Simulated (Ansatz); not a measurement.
Several settings on one geometry of Ge₉OH₁₄, a cluster with a defect cut from the lattice of germanium (double-bonded O in place of two caps) (that of the charge 0 singlet, PBE-D4/def2-SVP). Ansatz on 2 threads of AMD EPYC 7R13 on a shared host and a share (18 GiB) of an NVIDIA H100 80GB HBM3; times are rough.

```xyz
24

Ge    0.319   -2.929   -0.008
Ge    0.303   -0.049   -2.788
Ge   -2.497   -0.091    0.082
Ge    0.308    0.012    2.931
Ge    0.296    2.788    0.049
Ge   -1.102   -1.473   -1.380
Ge    1.651   -1.534    1.543
Ge    1.695    1.379   -1.376
Ge   -1.112    1.378    1.468
O     3.317   -1.561    1.574
H     1.271   -3.798   -0.875
H    -0.586   -3.863    0.849
H     1.187   -0.937   -3.711
H    -0.608    0.834   -3.689
H    -3.384   -0.996    0.986
H    -3.438    0.784   -0.797
H    -0.599   -0.848    3.862
H     1.252    0.883    3.804
H    -0.613    3.688   -0.837
H     1.176    3.711    0.939
H    -2.018   -2.377   -2.264
H     2.628    2.260   -2.255
H     2.588    0.478   -0.473
H    -2.034    2.261    2.366
```

Totals from different functionals, basis sets or treatments of relativity can't be compared as stabilities.

Scalar relativity in a set contracted without it gives distorted totals.

The spins typed aren't always the lowest for that charge.

**Question.** Give the basis size and estimate the energy, ⟨S²⟩, dipole and time of these runs.

```json
{"run": "1", "method": "UKS r2SCANh/def2-mTZVPP", "charge": "1", "state": "doublet", "further keys": "fitting: {mean_field: def2-universal-jkfit}; scf: {omitted_lower_state_checks: [starts]}; forces asked"}
{"run": "2", "method": "RKS BHLYP-D3(BJ)-ATM/def2-mTZVP", "charge": "0", "state": "singlet", "further keys": "nuclear_model: gaussian; scf: {omitted_lower_state_checks: [starts]}; forces asked"}
{"run": "3", "method": "UKS PBE0/cc-pVTZ", "charge": "1", "state": "doublet", "further keys": "fitting: {mean_field: def2-universal-jkfit}; nuclear_model: gaussian; scf: {omitted_lower_state_checks: [starts]}"}
{"run": "4", "method": "ROKS PBE0/pcseg-2", "charge": "0", "state": "triplet", "further keys": "fitting: {mean_field: def2-universal-jkfit}; pseudopotentials: {relativity: scalar}; scf: {omitted_lower_state_checks: [starts]}; forces asked"}
```

**Answer.** 
| run | functions | energy (Eh) | ⟨S²⟩ | dipole (D) | wall time |
| --- | --- | --- | --- | --- | --- |
| 1 | 418 | -18776.3256 | 0.77 | – | 11 s |
| 2 | 390 | -18776.5290 | – | 4.72 | 7 s |
| 3 | 613 | -18774.3590 | 0.76 | – | 10 s |
| 4 | 613 | -18929.7910 | – | 2.94 | 22 s |
